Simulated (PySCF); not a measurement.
Species: C2H4ClNSi.
SMILES: `C(Cl)[SiH2]C#N`

Jobs on this species (9 atoms, 54 electrons) with PySCF (density fitting). Hardware of each: one thread, Arm Neoverse V1 (aarch64), no GPU, shared host. The host was shared with other jobs, so the times are rough. Peak memory is the resident size of the whole Python process, interpreter and libraries included.

```csv
level and settings,work,basis functions,SCF cycles,wall time,peak memory
"delta-SCF UKS SCAN, def2-TZVP on the ionised atom, pcseg-1 elsewhere, spin-free X2C","ΔSCF core ionisation, 7 holes",117,?,?,?
"delta-SCF UKS PBE0, pcX-2 on the ionised atom, pcseg-1 elsewhere, spin-free X2C","ΔSCF core ionisation, 7 holes",140,?,?,?
"delta-SCF UKS SCAN, pcX-1 on the ionised atom, pcseg-1 elsewhere, spin-free X2C","ΔSCF core ionisation, 7 holes",120,114,22 s,0.51 GiB
"delta-SCF UKS SCAN, pcX-2 on the ionised atom, pcseg-1 elsewhere, spin-free X2C","ΔSCF core ionisation, 7 holes",140,115,28 s,0.47 GiB
"delta-SCF UKS HF, pcX-2 on the ionised atom, pcseg-1 elsewhere, spin-free X2C","ΔSCF core ionisation, 7 holes",140,110,22 s,0.51 GiB
"delta-SCF UKS B3LYP, pcX-2 on the ionised atom, pcseg-1 elsewhere, spin-free X2C","ΔSCF core ionisation, 7 holes",140,103,35 s,0.55 GiB
"delta-SCF UKS PBE, pcX-2 on the ionised atom, pcseg-1 elsewhere, spin-free X2C","ΔSCF core ionisation, 7 holes",140,115,18 s,0.51 GiB
"PBE0-D3(BJ)/def2-SVP, grid level 1",geometry optimisation from a GFN2-xTB start shaken at random,98,36,16 s,0.40 GiB
"delta-SCF UKS SCAN, pcX-2 on the ionised atom, pcseg-1 elsewhere, non-relativistic","ΔSCF core ionisation, 7 holes",140,113,27 s,0.51 GiB
```

Task: Fill in the missing figures.

Result: 
- delta-SCF UKS SCAN, def2-TZVP on the ionised atom, pcseg-1 elsewhere, spin-free X2C; ΔSCF core ionisation, 7 holes: 26 s, 0.51 GiB, 113 SCF cycles
- delta-SCF UKS PBE0, pcX-2 on the ionised atom, pcseg-1 elsewhere, spin-free X2C; ΔSCF core ionisation, 7 holes: 32 s, 0.50 GiB, 100 SCF cycles

Task: What do all jobs in the table cost together?

Result: About 3.8 min; the longest takes about 15 % of that, and about 2.2 times as long as the shortest.
